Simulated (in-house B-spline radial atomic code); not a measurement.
# Removing one electron from Tl¹⁷⁺

Closed shell [Kr] 4d10 4f14 5s2 (5p1/2)2. Computed with an all-electron radial atomic-structure program (B-spline basis): Koopmans values of Dirac-Hartree-Fock plus a diagonal self-energy, in second order or with its direct term screened (direct RPA, with the hole-particle interaction, or full time-dependent Hartree-Fock), linearised in energy; no-pair Dirac-Coulomb Hamiltonian, finite nucleus. Shifts add to the Koopmans value (the ΔSCF shift is orbital relaxation alone); the final value takes TDHF screening with Breit and QED.

The shells are closed in jj coupling only; the real ground state mixes other jj configurations.

Command:
```bash
python run_mb.py task.json out
```
Settings (nuclear radius in fm, box in bohr, cutoff in hartree; a minus after a letter marks j = l - 1/2):
```
basis_form          2
Z                   81
core_configuration  [Kr] 4d10 4f14 5s2 5p-2
rms_radius          5.4759
mass_number         205
speed_of_light      137.036
box_radius          5.188
lmax                7
intervals           59
virtual_cutoff      26244.0
```

Run time, properties included: 2.2 min on 1 thread of Arm Neoverse N1, with other jobs on the host.

Energies in eV:

```json
{"subshell": "5p1/2", "Koopmans": "429.64", "ΔSCF shift": "-0.513", "second order": "?", "direct RPA": "?", "hole-particle": "?", "TDHF": "?", "Breit + QED": "?", "final": "?"}
```

Q: What does the self-energy do to 5p1/2?

A: It shifts the removal energy by 1.422 eV in second order, 1.327 with direct RPA, 1.371 with the hole-particle term and 1.414 with TDHF screening (quasi-particle weight 0.989); Breit and QED add -0.636 eV. The final value is 430.42 eV, against 439 ± 22 eV (NIST, tabulated theory).
